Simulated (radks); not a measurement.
Results of a calculation; reference values are marked as such.
Ni3+, 25 electrons, occupied as [Ar] 3d7 (the NIST ground configuration). Code: a radial shooting solver on a logarithmic mesh with Libxc functionals. Model: non-relativistic Kohn-Sham, PBEsol, spin-polarised, spherical densities, point nucleus; open shells are filled with parallel spins first.

Unscreened Slater integrals over Kohn-Sham orbitals (cm^-1). They are taken over the spin-up orbitals.

\begin{tabular}{lr}
integral & value \\ \hline
F0(3d,3d) & 229350 \\
F2(3d,3d) & 107020 \\
F4(3d,3d) & 66755 \\
F0(3d,3p) & 241520 \\
F2(3d,3p) & 114760 \\
G1(3d,3p) & 141470 \\
G3(3d,3p) & 86216 \\
F0(3d,3s) & 245330 \\
G2(3d,3s) & 107350 \\
F0(3p,3p) & 256860 \\
F2(3p,3p) & 128550 \\
F0(3p,3s) & 260980 \\
G1(3p,3s) & 172820 \\
F0(3s,3s) & 265500 \\
\end{tabular}

Derived for the open shells (J is the average intra-shell exchange parameter used in DFT+U). 3d: Racah B = F2/49 - 5 F4/441 = 1427 cm^-1, C = 35 F4/441 = 5298 cm^-1, C/B = 3.71, F4/F2 = 0.624, J = (F2 + F4)/14 = 12410 cm^-1.
